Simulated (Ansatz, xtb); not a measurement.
C4H6BrClSi: 4 structures ranked

4 gas-phase structures of C4H6BrClSi, from a drawn sample of its isomers (lower ones may exist). Each was relaxed with GFN2-xTB; where two conformers were screened, the lower at r2SCAN-D4/def2-SVP is listed:

A. `C=C=C(C)[Si@H](Cl)Br`, a singlet
B. `ClC1=CCC[Si@@H]1Br`, a singlet
C. `Cl[SiH2]C#CCCBr`, a singlet
D. `Cl[C@@H]1C=CC[Si@H]1Br`, a singlet

Task: Which do you expect lowest at r2SCAN-D4/def2-SVP, and how would the others follow?

Result: Calculated order at r2SCAN-D4/def2-SVP: A (0.0), B (19.1), D (29.5), C (152.7) kJ/mol.

Energies above the lowest of each column, in kJ/mol; the last columns are at B3LYP-D3(BJ)/def2-SVP geometries and were run for some of them only (a dash: not run or not comparable):

```
structure  GFN2-xTB  HF/STO-3G  r2SCAN-D4/def2-SVP  B3LYP-D3(BJ)/def2-SVP  CCSD(T)/def2-SVP + ΔMP2/def2-TZVPP
        A       0.0       95.9                 0.0                    0.0                                 0.0
        B       2.4        0.0                19.1                   29.1                                23.5
        D      13.8        6.1                29.5                   36.3                                29.0
        C      93.7      149.8               152.7                      –                                   –
```

CCSD(T)/def2-SVP + ΔMP2/def2-TZVPP puts A lowest of those it was run on; HF/STO-3G picks B. Flexible structures stand in one conformer each, not always the lowest. Frequencies (GFN2-xTB) were run for A, B, D alone. ΔMP2 is the change of the MP2 energy from the smaller to the larger basis.

Over these structures GFN2-xTB departs from r2SCAN-D4/def2-SVP by 18.1 kJ/mol on average once a common shift is removed. A GFN2-xTB relaxation took about 0.088 s and the r2SCAN-D4/def2-SVP energy about 2.3 s on a shared host (Ansatz 0.2.0, xtb 6.7.1).
